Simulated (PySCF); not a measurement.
Ga(F)(Cl)(NH2) (ClFGaH2N), SMILES [NH2][Ga]([F])[Cl]. Atoms are numbered in the order given.

```xyz
6

Ga     0.1197     0.0698    -0.2611
F      1.7941    -0.3367    -0.5332
Cl    -0.7192    -0.4779     1.6154
N     -0.7798     0.9591    -1.5230
H     -1.7743     1.1428    -1.4631
H     -0.3972     1.1348    -2.4450
```

The structure is a stationary point at r2SCAN-D4/def2-SVP. One conformer was computed; it need not be the lowest.

The numbers are results of TDA-CAM-B3LYP/def2-SVPD run with PySCF, not measurements.

Vertical excitations. The molecule is in vacuum.

Problem. Estimate the UV-visible absorptions. (An estimate is asked for; the answer gives what the named calculation found.)

Solution. 
```tsv
state	energy (eV)	λ (nm)	f	main pairs
S1	5.76	215	0.029	HOMO→LUMO 95 %
S2	6.87	180	0.022	HOMO−1→LUMO 85 %
S3	7.09	175	0.056	HOMO−2→LUMO 87 %
S4	7.29	170	0.095	HOMO→LUMO+1 78 %
S5	7.60	163	0.012	HOMO→LUMO+2 89 %
S6	7.79	159	0.001	HOMO−1→LUMO+1 97 %
S7	8.15	152	0.165	HOMO−3→LUMO 48 %, HOMO−2→LUMO+1 34 %
S8	8.42	147	0.036	HOMO→LUMO+3 50 %, HOMO−2→LUMO+1 16 %, HOMO→LUMO+5 8 %, HOMO−5→LUMO 8 %
S9	8.44	147	0.087	HOMO−2→LUMO+1 30 %, HOMO→LUMO+3 25 %, HOMO−5→LUMO 14 %, HOMO−3→LUMO 12 %
S10	8.73	142	0.018	HOMO−4→LUMO 32 %, HOMO→LUMO+5 15 %, HOMO→LUMO+6 14 %, HOMO−3→LUMO+1 9 %
T1	5.23	237	0	HOMO→LUMO 91 %
T2	6.04	205	0	HOMO→LUMO+1 95 %
T3	6.45	192	0	HOMO−1→LUMO 85 %
T4	6.63	187	0	HOMO−2→LUMO 83 %
```
Triplets are in the Tamm–Dancoff approximation.
